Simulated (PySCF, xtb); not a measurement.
Si(GeH3)(OH)3 (GeH6O3Si), SMILES O[Si](O)([GeH3])O.

GFN2-xTB in xtb at its own geometry gives an orbital gap of 6.35 eV and a dipole moment of 2.54 D.

Coordinates come from a PBE-D3(BJ)/def2-SVP optimisation. One conformer was computed; it need not be the lowest.

What does PBE/def2-TZVP run with PySCF give? (The exact figures need the calculation; the answer reports its results.)

gap 6.15 eV (levels -6.80 and -0.64 eV), dipole 1.52 D.
